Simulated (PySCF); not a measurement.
**Bonding in `C/C(F)=C(\C)C(=O)N(C)C`**

C7H12FNO.
Numbering: `[CH3:1]/[C:2]([F:3])=[C:4](\[CH3:5])[C:6](=[O:7])[N:8]([CH3:9])[CH3:10]` (hydrogens: H11, H12, H13 on C1; H14, H15, H16 on C5; H17, H18, H19 on C9; H20, H21, H22 on C10)

Cartesian coordinates in Å at the GFN2-xTB level; atoms count from 1:
```
atom  x, y, z in Å
C1     2.5842    0.7480    1.3335
C2     1.3070    0.1113    0.9016
F3     0.5039   -0.1692    1.9680
C4     0.8784   -0.1991   -0.3170
C5     1.6740   -0.0136   -1.5720
C6    -0.4056   -0.9596   -0.5182
O7    -0.3752   -2.0774   -1.0022
N8    -1.5560   -0.3486   -0.1641
C9    -2.7976   -1.0825   -0.2413
C10   -1.6667    0.9971    0.3360
H11    3.0575    1.2790    0.5151
H12    3.2703   -0.0093    1.7133
H13    2.3755    1.4466    2.1421
H14    2.7114    0.2335   -1.3718
H15    1.6332   -0.9408   -2.1408
H16    1.2310    0.7730   -2.1838
H17   -3.2608   -1.1435    0.7461
H18   -2.5770   -2.0847   -0.6034
H19   -3.4886   -0.5899   -0.9298
H20   -1.8302    0.9993    1.4177
H21   -2.5155    1.4880   -0.1455
H22   -0.7638    1.5619    0.1154
```

Bond orders from the PBE0/pcSseg-1 density (PySCF). One conformer (not necessarily the lowest) at the GFN2-xTB geometry, without solvent, vibrations or thermal averaging.

(1) How far do the computed orders between heavy atoms stray from the drawn ones?

(2) Set the Mayer orders of the bonds between heavy atoms beside their lengths.

Answers

(1) The largest departure is 0.272, at C2–C4 (drawn double, 1.728).

(2) 
| bond | drawn as | length (Å) | Mayer order |
| --- | --- | --- | --- |
| C1–C2 | single | 1.491 | 1.103 |
| C2–F3 | single | 1.364 | 0.918 |
| C2–C4 | double | 1.329 | 1.728 |
| C4–C5 | single | 1.497 | 1.063 |
| C4–C6 | single | 1.506 | 0.941 |
| C6–O7 | double | 1.218 | 1.883 |
| C6–N8 | single | 1.350 | 1.119 |
| N8–C9 | single | 1.444 | 0.946 |
| N8–C10 | single | 1.440 | 0.939 |

Bonds between the same two heavy elements. C–C: lowest C4–C6 (0.941, 1.506 Å), highest C2–C4 (1.728, 1.329 Å). C–N: lowest N8–C10 (0.939, 1.440 Å), highest C6–N8 (1.119, 1.350 Å).

And the bonds to hydrogen?

C–H: 0.93 to 0.96 (12 bonds).

Sum the orders of all bonds at each heavy atom with more than one neighbour and set the sums beside the valence in the SMILES.

C1 3.926 (drawn 4), C2 3.749 (drawn 4), C4 3.732 (drawn 4), C5 3.901 (drawn 4), C6 3.943 (drawn 4), N8 3.004 (drawn 3), C9 3.822 (drawn 4), C10 3.810 (drawn 4). Orders between atoms that aren't bonded are not in these sums.

The Mayer order sums products of elements of PS (density times overlap matrix) between the two atoms' basis functions, so it depends on the basis set.
